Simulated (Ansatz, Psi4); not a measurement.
Psi4 was given this input:
```
memory 2 GB

molecule {
0 1
  C    -2.76564113    0.24474505   -0.12444023
  O    -1.68690838   -0.46492555   -0.68070261
  C    -0.42665754   -0.18687962   -0.24039320
  C     0.59851766   -0.92608697   -0.83281670
  C     1.91010832   -0.72287747   -0.45941363
  C     2.22421125    0.21857305    0.50911986
  C     1.21089744    0.95130888    1.09673826
  C    -0.11137104    0.75662985    0.73032410
  H    -3.65698679   -0.13812627   -0.61922429
  H    -2.84912455    0.07153434    0.95364028
  H    -2.68159491    1.31998645   -0.31423270
  H     0.33508288   -1.65380074   -1.58419238
  H     2.69350327   -1.30170750   -0.92586391
  H     3.25103115    0.37758850    0.80137780
  H     1.44370153    1.68750866    1.85242260
  H    -0.88073533    1.34394427    1.20698272
}

set basis sto-3g
set scf_type pk
set puream true
set d_convergence 1e-8
set dft_radial_points 99
set dft_spherical_points 590

energy('revpbe')
print_variables()
```

Problem. Give the equivalent Ansatz (a quantum-chemistry and plane-wave program) input.

Solution. This is not unique; one that fits is 
Ansatz 0.2 input:
```yaml
crystal:
  periodic: [false, false, false]
  atoms:
    - {symbol: C, position_ang: [-2.76564113, 0.24474505, -0.12444023]}
    - {symbol: O, position_ang: [-1.68690838, -0.46492555, -0.68070261]}
    - {symbol: C, position_ang: [-0.42665754, -0.18687962, -0.24039320]}
    - {symbol: C, position_ang: [0.59851766, -0.92608697, -0.83281670]}
    - {symbol: C, position_ang: [1.91010832, -0.72287747, -0.45941363]}
    - {symbol: C, position_ang: [2.22421125, 0.21857305, 0.50911986]}
    - {symbol: C, position_ang: [1.21089744, 0.95130888, 1.09673826]}
    - {symbol: C, position_ang: [-0.11137104, 0.75662985, 0.73032410]}
    - {symbol: H, position_ang: [-3.65698679, -0.13812627, -0.61922429]}
    - {symbol: H, position_ang: [-2.84912455, 0.07153434, 0.95364028]}
    - {symbol: H, position_ang: [-2.68159491, 1.31998645, -0.31423270]}
    - {symbol: H, position_ang: [0.33508288, -1.65380074, -1.58419238]}
    - {symbol: H, position_ang: [2.69350327, -1.30170750, -0.92586391]}
    - {symbol: H, position_ang: [3.25103115, 0.37758850, 0.80137780]}
    - {symbol: H, position_ang: [1.44370153, 1.68750866, 1.85242260]}
    - {symbol: H, position_ang: [-0.88073533, 1.34394427, 1.20698272]}
basis:
  gaussian:
    orbitals: STO-3G
hamiltonian:
  xc: revpbe
accuracy: high
```

Both were run: Psi4 gave -342.358300 Eh and Ansatz -342.358301 Eh, 0.000 mEh apart.
